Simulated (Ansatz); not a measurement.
**What each rung costs, and what it gives**

Saddle point of BH4SO2F, singlet (BH₂O₂F ([OH][B]([OH])[F]) + H₂S → BH₃SO₂ ([OH][B]([OH])[SH]) + HF; bonds formed: B1–S6, F2–H5; bonds broken: B1–F2, H5–S6), PBE0-D4/def2-TZVP structure:

```
atom    x (Å)    y (Å)    z (Å)
  B1  -0.2073  -0.0688   0.2739
  F2   0.0662   1.4957  -0.2270
  O3  -1.5628  -0.2451   0.3947
  O4   0.6241  -0.3847   1.3128
  H5   0.5237   0.9034  -1.1250
  S6   0.6384  -0.6569  -1.5072
  H7  -2.0925   0.1817  -0.2796
  H8   0.1412  -0.4520   2.1406
  H9   1.8691  -0.7733  -0.9832
```

Barriers are electronic and count from the start structure reached by relaxing down the imaginary mode.

Ansatz 0.2.0; basis: as named in each row; cores frozen in the correlated methods. B3LYP uses VWN-RPA correlation. Extrapolation: Hartree–Fock as exp(−7.88 √X), correlation as X^−2.97.

Times are rough, for one single point on 4 threads of a shared host (Intel Xeon Platinum 8488C).

The estimate by CCSD(T) at an estimated basis limit (MP2 extrapolated from triple and quadruple zeta, plus CCSD(T) − MP2 in triple zeta) is 43.91 kcal/mol.

```csv
method,basis,time (s),barrier (kcal/mol),method less estimate
HF,STO-3G,under 1,51.62,7.71
PBE-D4,STO-3G,under 1,13.04,-30.86
SPW92,def2-SVP,under 1,22.71,-21.19
B3LYP-D4,6-31G,under 1,38.20,-5.71
PBE-D4,def2-SVP,under 1,31.26,-12.64
PBE0-D4,def2-SVP,under 1,36.31,-7.59
SPW92,def2-TZVPP,under 1,25.68,-18.22
PBE-D4,def2-TZVPP,1,33.64,-10.27
BLYP-D4,def2-TZVPP,1,39.71,-4.20
B3LYP-D4,def2-TZVPP,1,43.23,-0.67
BHLYP-D4,def2-TZVPP,1,49.09,5.19
PBE0-D4,def2-TZVPP,2,38.58,-5.32
wB97M-V,def2-SVP,2,38.78,-5.12
CAM-B3LYP-D4,def2-TZVPP,2,43.94,0.04
r2SCAN-D4,def2-TZVPP,2,37.84,-6.07
r2SCAN0-D4,def2-TZVPP,2,41.20,-2.70
CCSD(T),def2-SVP,2,46.45,2.55
B2PLYP,def2-TZVPP,3,44.13,0.22
RPA on PBE,def2-TZVPP,3,43.98,0.07
PBE-QIDH,def2-TZVPP,3,41.64,-2.26
B97M-V,def2-TZVPP,4,43.90,0.00
wB97X-V,def2-TZVPP,4,42.29,-1.61
wB97M-V,def2-TZVPP,4,41.79,-2.11
MP2,def2-QZVPP,11,41.47,-2.44
CCSD(T),def2-TZVPP,52,44.42,0.52
```

All methods are single points on the PBE0-D4 structures.

T1 diagnostic: at most 0.013.

Labels in which every atom is bracketed show which atoms are joined, not bond orders.
